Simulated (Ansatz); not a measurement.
`[GaH2][GaH2]` + H₂ → `[GaH3]` + `[GaH3]`  (hydrogenolysis of a Ga–Ga bond)

Calculated with Ansatz (gas phase, PBE0-D4/def2-TZVP geometries, no zero-point term in ΔE). CBS: MP2 limit from def2 TZ/QZ plus the TZ coupled-cluster correction, frozen cores. This one scheme is used for every species. DFT in def2-TZVPP. For Ga outer-core shells are correlated without core-valence functions, which leaves a few kJ/mol of doubt a bond. Scalar relativity is left out up to krypton.

```csv
level,ΔE (eV)
revPBE-D4,0.34
PBE0-D4,0.28
PBE,0.32
HF/CBS(def2),-0.05
```

**Question.** What does CCSD(T)/CBS give? (An estimate is asked.)

**Answer.** Computed: +0.29 eV. The listed levels differ from it by 0.05, -0.01, 0.03, -0.34 eV.

Largest T1 diagnostic among the species: 0.014.

The D4 term adds +0.05 eV with B3LYP and +0.03 eV with PBE0; it sums over pairs of atoms, weighted by their polarisabilities, and B3LYP, whose exchange is more repulsive, gets the larger term. At CCSD(T), def2-SVP lies −0.20 eV from the extrapolated value and def2-TZVPP −0.07 eV.

B3LYP here is the variant with VWN-RPA as its local correlation; programs differ in this.
